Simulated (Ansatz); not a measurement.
A nudged elastic band was laid between two geometries of ClGeH3 + H2 (7 atoms, charge 0, multiplicity 1).

All numbers below come from Ansatz 0.2.0, RKS PBE0-D4/def2-mTZVP.

```
movable images  : 7
climbing image  : yes
spring          : 5.0 eV/Å²
optimiser       : quadratic models (default)
start path      : straight line
force threshold : 0.03 eV/Å
iteration limit : 60
end points      : relaxed
```

Initial state:

```xyz
7
Properties=species:S:1:pos:R:3
Ge 0.454 0.000 -0.052
Cl 0.643 0.000 2.105
H 1.876 0.000 -0.622
H -0.313 1.269 -0.436
H -0.313 -1.269 -0.436
H -3.046 0.000 1.020
H -2.553 0.000 1.578
```

Final state:

```xyz
7
Properties=species:S:1:pos:R:3
Ge -0.809 0.000 -0.599
Cl 0.794 0.000 3.554
H 0.713 0.000 -0.789
H -1.424 1.260 -1.219
H -1.424 -1.260 -1.219
H -1.117 0.000 0.914
H 0.016 0.000 2.515
```

**Question.** What changes between the two ends?

**Answer.** Bonds broken: Ge1–Cl2, H6–H7. Bonds formed: Ge1–H6, Cl2–H7. ClGeH3 + H2 becomes ClH + GeH4.

**Question.** What energy profile does the band end with?

**Answer.** The run converged. The highest image is number 4 of 0 to 8, 231.8 kJ/mol above the first end and 174.4 kJ/mol above the last; the last end lies 57.4 kJ/mol above the first. Another band between the same ends (7 images) ends at a top of the same energy, where a vibrational analysis finds 2 clearly imaginary modes. The orbitals stay closed-shell, which can raise the energy where a bond breaks towards radicals; this wasn't checked here.

```json
{"image": "0", "path coordinate (Å)": "0.00", "energy (kJ/mol)": "0.0", "Ge1–Cl2 (Å)": "2.17", "H6–H7 (Å)": "0.75", "Ge1–H6 (Å)": "3.66"}
{"image": "1", "path coordinate (Å)": "0.63", "energy (kJ/mol)": "3.4", "Ge1–Cl2 (Å)": "2.17", "H6–H7 (Å)": "0.75", "Ge1–H6 (Å)": "3.10"}
{"image": "2", "path coordinate (Å)": "1.25", "energy (kJ/mol)": "29.5", "Ge1–Cl2 (Å)": "2.19", "H6–H7 (Å)": "0.75", "Ge1–H6 (Å)": "2.59"}
{"image": "3", "path coordinate (Å)": "1.88", "energy (kJ/mol)": "120.3", "Ge1–Cl2 (Å)": "2.34", "H6–H7 (Å)": "0.77", "Ge1–H6 (Å)": "2.14"}
{"image": "4", "path coordinate (Å)": "2.50", "energy (kJ/mol)": "231.8", "Ge1–Cl2 (Å)": "2.72", "H6–H7 (Å)": "0.93", "Ge1–H6 (Å)": "1.80"}
{"image": "5", "path coordinate (Å)": "3.11", "energy (kJ/mol)": "132.6", "Ge1–Cl2 (Å)": "3.10", "H6–H7 (Å)": "1.31", "Ge1–H6 (Å)": "1.60"}
{"image": "6", "path coordinate (Å)": "3.72", "energy (kJ/mol)": "70.3", "Ge1–Cl2 (Å)": "3.59", "H6–H7 (Å)": "1.60", "Ge1–H6 (Å)": "1.55"}
{"image": "7", "path coordinate (Å)": "4.33", "energy (kJ/mol)": "58.0", "Ge1–Cl2 (Å)": "4.11", "H6–H7 (Å)": "1.95", "Ge1–H6 (Å)": "1.54"}
{"image": "8", "path coordinate (Å)": "4.94", "energy (kJ/mol)": "57.4", "Ge1–Cl2 (Å)": "4.45", "H6–H7 (Å)": "1.96", "Ge1–H6 (Å)": "1.54"}
```

**Question.** What is the geometry of the highest image?

**Answer.** 
```xyz
7
Properties=species:S:1:pos:R:3
Ge -0.360 0.000 -0.184
Cl 0.535 0.000 2.383
H 1.159 0.000 -0.373
H -0.975 1.293 -0.734
H -0.975 -1.293 -0.734
H -1.652 0.000 1.074
H -0.985 0.000 1.726
```

Time of the run: 3.3 min on 1 thread of Arm Neoverse V1 (shared host), peak memory 0.15 GiB.
